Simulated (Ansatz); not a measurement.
Reaction (atomization): `CO[SiH2][SnH3]` → C• + 8 H• + O• + Si• + Sn•

Gas-phase electronic energies from Ansatz, PBE0-D4/def2-TZVP geometries. CCSD(T)/CBS is the MP2 limit (def2-TZVPP, def2-QZVPP) plus CCSD(T) − MP2 in def2-TZVPP, frozen cores. This one scheme is used for every species, atoms too. Open shells (•) are unrestricted, without spin–orbit coupling. Spin–orbit coupling would lower the free atoms: a little for C, O, Si; strongly for Sn. def2 core potentials past Kr. For Sn outer-core shells are correlated without core-valence functions, so the limit isn't a true one: a few kJ/mol of doubt a bond, and 10 to 20 or more in all where bonds break to atoms. Each species was taken in one conformer, which may not be the lowest.

`CO[SiH2][SnH3]`:

Cartesian coordinates in Å:
```
C -2.008 0.215 -0.222
O -0.985 1.150 -0.466
Si 0.550 0.708 -0.864
Sn 1.661 -0.711 0.976
H -2.191 -0.419 -1.098
H -1.769 -0.432 0.630
H -2.923 0.763 0.007
H 1.298 1.972 -1.070
H 0.555 -0.078 -2.134
H 0.817 -2.172 1.254
H 1.739 0.126 2.464
H 3.257 -1.123 0.522
```

```tsv
species	MP2/def2-TZVPP energy (Eh)
`CO[SiH2][SnH3]`	-620.61784
C•	-37.75859
H•	-0.49981
O•	-74.95729
Si•	-288.90688
Sn•	-213.60455
```

(1) Work out ΔE.

Largest T1 diagnostic among the species: 0.013.

## Answers

(1) ΔE = 8 × (-0.49981) + (-37.75859) + (-74.95729) + (-288.90688) + (-213.60455) − (-620.61784) = 1.39205 Eh = +3654.8 kJ/mol. CCSD(T)/CBS gives +3768.0 kJ/mol.

In def2-TZVPP, CCSD(T) changes the Hartree–Fock value by +931.0 kJ/mol (the triples alone add +43.2 kJ/mol) and MP2 by +913.5 kJ/mol; breaking electron pairs costs correlation energy, which Hartree–Fock lacks. The D4 term adds +39.6 kJ/mol with B3LYP and +21.0 kJ/mol with PBE0; it sums over pairs of atoms, weighted by their polarisabilities, and B3LYP, whose exchange is more repulsive, gets the larger term. From PBE to PBE0 (25 % exact exchange), in def2-TZVPP and without D4, ΔE moves by −33.7 kJ/mol: exact exchange takes away binding that semilocal exchange gives to molecules.

B3LYP here is the variant with VWN-RPA as its local correlation; programs differ in this.

For atomizations the MP2-based limit and the directly extrapolated one differ by several kJ/mol either way, and by 10 to 25 for some Ge, Se and Sn compounds, so smaller differences from it don't rank the levels.
